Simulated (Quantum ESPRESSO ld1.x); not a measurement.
All-electron atom: Pb22+ in [Kr] 4d10 4f13 5s1.

Calculated with ld1.x of Quantum ESPRESSO 7.5: Dirac Kohn-Sham, PBE, spin-unpolarised, spherical densities, point nucleus; open shells fill j = l - 1/2 first.

Energy parts (eV):
| part | energy |
|---|---|
| total | -564186 |
| kinetic | 657635 |
| electron-nucleus | -1394192 |
| Hartree | 182417 |
| exchange-correlation | -10046 |

Orbitals (lengths in bohr, moments of r in powers of bohr):
orbital,occ.,eigenvalue (eV),<r^4>
1s1/2,2,-88558.737,3.531e-07
2s1/2,2,-16290.924,0.00005058
2p1/2,2,-15666.788,0.00002983
2p3/2,4,-13475.447,0.00004813
3s1/2,2,-4330.351,0.001820
3p1/2,2,-4049.264,0.001576
3p3/2,4,-3559.243,0.002239
3d3/2,4,-3098.726,0.001464
3d5/2,6,-2994.303,0.001625
4s1/2,2,-1394.468,0.03839
4p1/2,2,-1272.353,0.04008
4p3/2,4,-1149.584,0.05502
4d3/2,4,-950.551,0.06045
4d5/2,6,-927.147,0.06608
4f5/2,6,-668.608,0.07671
4f7/2,7,-662.984,0.07981
5s1/2,1,-622.715,0.5610
5p1/2,0,-574.187,0.6440
5p3/2,0,-539.442,0.8181
6s1/2,0,-359.656,4.333

The highest occupied level is 5s1/2 at -622.72 eV. Summed over all electrons, <r^2> = 7.484 bohr^2, which gives a Langevin (diamagnetic) susceptibility term of -5.93 x 10^-6 cm^3/mol. For comparison, the ionisation energy in NIST's Atomic Spectra Database is 650 eV (theoretical). In exact Kohn-Sham theory the highest level is minus the ionisation energy, but local and semilocal functionals leave it too shallow, through self-interaction and a potential that decays too fast; potentials with the right tail come closer.

Run on one thread of a shared host, so times are rough (Intel(R) Xeon(R) Processor @ 2.60GHz): 0.73 s of CPU time, 0.77 s wall, 26 iterations on 2127 mesh points.

Beside tabulated values, note that spin-unpolarised runs miss the spin-polarisation part of the exchange energy of open shells.
